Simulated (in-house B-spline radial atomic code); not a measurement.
Results of a calculation; reference values are marked as such.
# Extrapolating the RPA correlation energy in partial waves: the bismuth ion Bi⁴⁺

All-electron RPA on Hartree-Fock orbitals from a B-spline radial code for spherical atoms, scalar-relativistic (spin-free one-electron X2C), finite nucleus, configuration [Xe] 4f14 5d10 6s1, highest spin. Without the two-electron picture change, the correlation of inner shells comes somewhat too large for so heavy an element. RPA overbinds a lone outer s electron by self-correlation, and G0W0 tends to as well. With empty states up to angular momentum L the sums are:

```
L  E_c(L) (hartree)
5         -5.786453
6         -6.170116
7         -6.380436
8         -6.500965
```

For large l each further wave adds A/(l + 1/2)⁴, because the basis must build the cusp where two electrons meet.

Question: Estimate the limit from L = 7 and L = 8.

Answer: Wave 8 adds -0.120529, against a sum of (l + 1/2)⁻⁴ of 1.91569e-04, so A = -629.17. The sum over l > 8 is ζ(4, 9.5) = 4.5445e-04, close to 1/(3 × 9³) = 4.5725e-04. The tail is -0.285929 and the limit -6.78689 hartree.

Question: How good is the estimate?

Answer: A run to L = 11 sums to -6.64593 and extrapolates to -6.74236 hartree, 9.99 millihartree from the run before, so it has not settled and is itself too deep. The estimate differs from that by -44.53 millihartree, while the bare sum at L = 8 misses 241.4 millihartree (3.6 %).
